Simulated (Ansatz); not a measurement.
A search over several starts for the lowest SCF solution of Nb2O2⁻ at the given spin, in a small basis.

```yaml
crystal:
  periodic: [false, false, false]
  atoms:
    - {symbol: Nb, position_ang: [-0.998823, 0.276746, 0.799152]}
    - {symbol: Nb, position_ang: [0.982117, -0.273427, -0.790727]}
    - {symbol: O, position_ang: [0.209140, -0.382902, -2.327547]}
    - {symbol: O, position_ang: [-0.192434, 0.379583, 2.319122]}
basis:
  gaussian: {orbitals: def2-SVP, initial_orbitals: start.molden}
total_charge: -1
magnetization: {spin_polarized: true, initial_magnetization: 3}
hamiltonian: {xc: pbe0, dispersion: d4}
output: {orbitals: {seedname: orbitals}}
```

The file start.molden holds the orbitals of an earlier run on this structure, at another level or in another basis.

```sh
$ ansatz run in.yaml --threads 4 --pin off --events-out ev --progress --plain --max-ram 3916MiB
```

Shortened log:

```
Functional definition: PBE0
  name "PBE0"
  cite "Adamo & Barone, J. Chem. Phys. 110, 6158 (1999) doi:10.1063/1.478522"
  cite "Perdew, Burke & Ernzerhof, Phys. Rev. Lett. 77, 3865 (1996) doi:10.1103/PhysRevLett.77.3865"
  parent pbe
  parameter a = 0.25
  parameter kappa = 0.804
  parameter beta = 0.06672455060314922
  exchange = (1 - a)*pbe_x(kappa = kappa, mu = beta*pi^2/3) + a*exact_x
  correlation = pbe_c(beta = beta)
906 factors; integrals over basis functions are off by at most 9.9e-4 eV
mean field evaluation 1: about -7186.4366 eV, gradient 7.8e0 eV
mean field evaluation 2: about -7186.5597 eV, gradient 1.9e-1 eV
mean field evaluation 4: about -7186.6952 eV, gradient 1.0e-2 eV
mean field evaluation 8: about -7186.6952 eV, gradient 1.8e-5 eV
mean field evaluation 16: about -7186.6952 eV, gradient 1.1e-5 eV
mean field evaluation 32: about -7186.6950 eV, gradient 7.9e-2 eV
mean field evaluation 64: about -7186.6827 eV, gradient 6.1e-1 eV
mean field -7186.69520419 eV, -264.1061774370 hartree, gradient 9.7e-6 eV, S^2 3.798130; 7 other end points of the search recorded, 0 dependent functions left out
reference -7186.69523597 eV, -264.1061786049 hartree; 23, 20 occupied and 67, 70 virtual orbitals, 906 factors
Total energy: -7186.83126098 eV, -264.1111774316 hartree
```

It took 8 s on 4 threads of Arm Neoverse V2 on a shared host.

In the def2 sets Nb takes a core potential; there is no spin–orbit coupling. The structure comes from a short search, and lower isomers may exist.
